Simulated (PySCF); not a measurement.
## Simulated characterisation data

- NMR shieldings at PBE0/pcSseg-1/GIAO
- GFN2-xTB structure
- code: PySCF
- no relativistic terms, one averaged value for each set of equivalent atoms, isolated molecule, one computed conformer

Scale: $^{1}$H (σ = 31.72 ppm), $^{13}$C (σ = 186.93 ppm) against TMS (reference shieldings calculated alike). Splittings of carbon signals by F and P are missing where no couplings were computed. Where no couplings were computed, multiplicities follow the n + 1 count of equivalent neighbours, and m marks all less simple cases (inequivalent or close neighbours, rings, F or P nearby). Shifts are as computed. Against solution values, carbons near 30 ppm lie about +3 ppm off and those near 130 ppm about +5 ppm. Of 1309 compounds with measured shifts, 239 miss one by over three times the rms of a fit or turn the order of signals round; such compounds aren't used in these exercises.

Compound 1 (C3H11FOSi3). $^{1}$H NMR (600 MHz, computed): δ 6.09 (m, 1H), 5.30 (d, 2H), 5.17 (s, 3H), 4.46 (m, 2H), 0.48 (t, 3H). $^{13}$C{$^{1}$H} NMR (computed): δ 191.8, 120.7, -5.9. Structure: SMILES O([SiH2]/C=C(\[SiH2]C)F)[SiH3].

Compound 2 (C6H8F2Si). $^{1}$H NMR (600 MHz, computed): δ 6.51 (m, 1H), 6.32 (m, 1H), 5.67 (m, 1H), 3.99 (m, 3H), 3.22 (m, 1H), 2.80 (m, 1H). $^{13}$C{$^{1}$H} NMR (computed): δ 166.5 (C), 134.4 (CH), 132.1 (CH), 109.9 (CH), 85.8 (C), 36.4 (CH2). Structure: SMILES FC1=CC[C@](F)([SiH3])C=C1.

Compound 3 (C5H10F2OSi). $^{1}$H NMR (600 MHz, computed): δ 5.45 (m, 1H), 5.34 (m, 1H), 4.74 (m, 1H), 4.41 (t, 2H), 2.43 (t, 2H), 1.97 (s, 3H). $^{13}$C{$^{1}$H} NMR (computed): δ 151.5, 126.3, 66.9, 48.0, 22.9. Structure: SMILES C=C(C)CCO[SiH](F)F.
